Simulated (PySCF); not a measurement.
SMILES C(=O)(CCC(C)C)C (C7H14O), GFN2-xTB optimised geometry. Atoms within 1.6 Å of the plane z = 0.8 Å (x, y, z in Å): C1 (2.82, -1.84, 0.00), C2 (1.34, -1.74, 0.26), O3 (0.68, -2.67, 0.63), C4 (0.76, -0.36, 0.00), C5 (-0.77, -0.36, 0.00), C6 (-1.38, 1.04, 0.00), C7 (-2.90, 0.94, 0.19), H9 (3.21, -2.76, 0.44), H10 (3.35, -0.98, 0.41), H12 (1.13, 0.29, 0.79), H15 (-1.10, -0.90, 0.89), H16 (-0.97, 1.60, 0.84), H17 (-3.35, 1.93, 0.22), H18 (-3.34, 0.38, -0.63), H19 (-3.13, 0.42, 1.12).

Calculation: B3LYP/def2-SVP in PySCF 2.14.0. Cells within 0.4 Å of a nucleus heavier than hydrogen are left out (blank, or x).

Map of the HOMO amplitude (bohr^(-3/2)) on the plane z = 0.8 Å; orbital energy -6.77 eV, overall sign arbitrary:

```
|444444444444444444444444444|
|444444444444444444444444444|
|444444444444444444444444444|
|444444444444444444444444444|
|444444444444444444444444444|
|444444444444444444444444444|
|444444444444444444444444444|
|444444444444444444444444444|
|444455444444444444444444444|
|444455444445444444444444444|
|444455444445444444444444444|
|444444444455444444444444444|
|444444444455444444444444444|
|444444444555444444444554444|
|444444444555445555444555444|
|444444444555455665444555544|
|444444444444444554444555544|
|444444444444433454334555544|
|444444444444310354334555544|
|44444444444430xx86444555544|
|444444444444323x96544555544|
|444444444444445876555555444|
|444444444444445665555554444|
|444444444444445555544444444|
|444444444444444554444444444|
|444444444444444444444444444|
|444444444444444444444444444|
```
Scale: ten equal steps from -0.214 (start of '0') to 0.225 (end of '9'), in the order '0123456789'; x runs from -5.50 to 5.50, y from -5.50 (bottom) to 5.50 (top).
